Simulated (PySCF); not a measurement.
Question: Give a PBE0/def2-SV(P) geometry of InChI=1S/C5H11NOSi/c1-3(7)4-2-5(4)8-6/h4-5H,2,6,8H2,1H3/t4-,5+/m0/s1.

Answer: 
Z-matrix in Å and degrees, rows numbered from 1:
```
C 
C   1  1.5093
O   2  1.2108  1  122.29
C   2  1.4946  1  116.30  3   179.92
C   4  1.5052  2  117.13  1  -146.17
C   5  1.4957  4   60.91  2  -106.65
Si  6  1.8697  4  119.61  5   110.90
N   7  1.7396  6  109.18  4   -48.02
H   1  1.1002  2  109.97  3     0.20
H   1  1.1052  2  110.22  3  -120.96
H   1  1.1052  2  110.21  3   121.37
H   4  1.0959  2  116.78  1    -0.14
H   5  1.0958  4  116.03  6   108.11
H   5  1.0962  4  116.35  6  -110.15
H   6  1.0986  4  112.71  5  -105.29
H   7  1.4991  6  111.44  4    68.56
H   7  1.5047  6  107.80  4  -172.85
H   8  1.0162  7  120.53  6   -76.49
H   8  1.0155  7  118.98  6   140.61
```

The 5 C–C bonds span 1.495 Å (C2–C4, drawn single) to 1.521 Å (C4–C6, drawn single), a spread of 0.026 Å. Of the pairs four or more bonds apart, O3···H15 is among the closest relative to their van der Waals radii: 2.55 Å, 94 % of the sum of Bondi's values. N8 (silicon-bound nitrogen) has angles 120.5°, 119.0° and 110.8°, sum 350.3°, 0.22 Å off the plane of its three neighbours. Si7 (SiH2 silicon) is distorted tetrahedral (angles from 105.9° to 114.4°).

Method: PySCF 2.14.0, PBE0/def2-SV(P) geometry optimisation, gas phase.

Point group: C1 (no symmetry element, even within 0.4 Å). Not checked by PBE0/def2-SV(P) frequencies. One conformer, not necessarily the lowest (C1–C2–C4–C5 -146°, C5–C6–Si7–N8 23°, C6–Si7–N8–H -76° and 141°).
